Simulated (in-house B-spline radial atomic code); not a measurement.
The numbers below are computed, except where a source is named.
Se ion on C atom: potential, deflection and energy transfer

The pair potential comes from two frozen, spherical free-atom densities (PBE, B-spline radial code, scalar-relativistic past argon): electrostatics plus the change in Thomas-Fermi kinetic and Dirac exchange energy where they overlap, the recipe behind the universal ZBL potential, which averages such potentials (from solid-state densities) over many pairs. It is written V = (Z1 Z2 e²/r) φ(r/a), with e² = 14.3996 eV·Å and a = 0.46850 Å/(Z1^0.23 + Z2^0.23); ZBL's fit is φ = 0.18175 e^(−3.1998x) + 0.50986 e^(−0.94229x) + 0.28022 e^(−0.4029x) + 0.02817 e^(−0.20162x). Where φ falls below 4e-4 it is continued as an exponential.

Masses 78.97 and 12.01 u.

| x = r/a | φ, this pair | φ, ZBL |
| --- | --- | --- |
| 0.1 | 0.8896 | 0.8928 |
| 0.5 | 0.6192 | 0.6096 |
| 1.5 | 0.3092 | 0.2995 |
| 3 | 0.1346 | 0.1292 |
| 5 | 0.05611 | 0.05224 |
| 8 | 0.01965 | 0.01705 |
| 12 | 0.004968 | 0.00474 |
| 17 | 0.001066 | 0.001212 |

(1) At x = 6.5 the electrostatic, kinetic and exchange parts are -26.91, 171.69 and -24.79 eV. Find r, V and φ.

(2) The ion comes in at 17.86 keV with impact parameter 0.6230 Å. The scattering integral gives a centre-of-mass angle of 11.22° and a closest approach of 5.261 a. What are the reduced energy, the energy passed on and the laboratory angles?

Results:

(1) a = 0.46850/(2.2503 + 1.5100) = 0.12459 Å, so r = 0.80984 Å. V = -26.91 + 171.69 + (-24.79) = 119.99 eV. The bare repulsion is 34 × 6 × 14.3996/0.80984 = 3627.3 eV, so φ = 0.0331, +13.5 % against ZBL's 0.0291. The kinetic (Pauli) term is 143 % of V here, as the other two terms together attract.

(2) ε = E a M2/(Z1 Z2 e² (M1 + M2)) = 17860 × 5.5989e-06 = 0.1. The most that one collision can pass on is γE with γ = 4 M1 M2/(M1 + M2)² = 0.4583. Here T = γE sin²(θ/2) = 0.4583 × 17860 × 0.009565 = 78.29 eV. The ion turns by arctan(sin θ/(cos θ + M1/M2)) = 1.5°, and the struck atom leaves at (180° − θ)/2 = 84.4°. The closest approach is 0.656 Å. With ZBL the angle would be 10.78° and T = 72.27 eV.
